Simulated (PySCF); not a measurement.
**Excitation energy of Ar²⁺ by level of theory**

Ar²⁺ [Ne] 3s2 3p4 (3P) → Ar²⁺ [Ne] 3s2 3p3 3d1 (5D), as a difference of total energies. Computed with PySCF 2.14 in aug-cc-pwCVDZ (6s5p3d, 36 functions), with no relativity, point nucleus. Correlated levels: valence and next inner shell: 1s2 frozen. The calculations carry no spin-orbit coupling.

| method | excitation energy (cm⁻¹) |
| --- | --- |
| UHF | 144340 |
| MP2 (valence and next inner shell) | 150840 |
| SCS-MP2 (valence and next inner shell) | 150760 |
| CCSD (valence and next inner shell) | 150710 |
| CCSD(T) (valence and next inner shell) | 150870 |

A first-order spin-orbit estimate (lowest level to lowest level, LS coupling) adds 0.057 eV.

The promoted electron is Rydberg-like, and one or two diffuse shells describe it only roughly, which tends to raise the upper state.
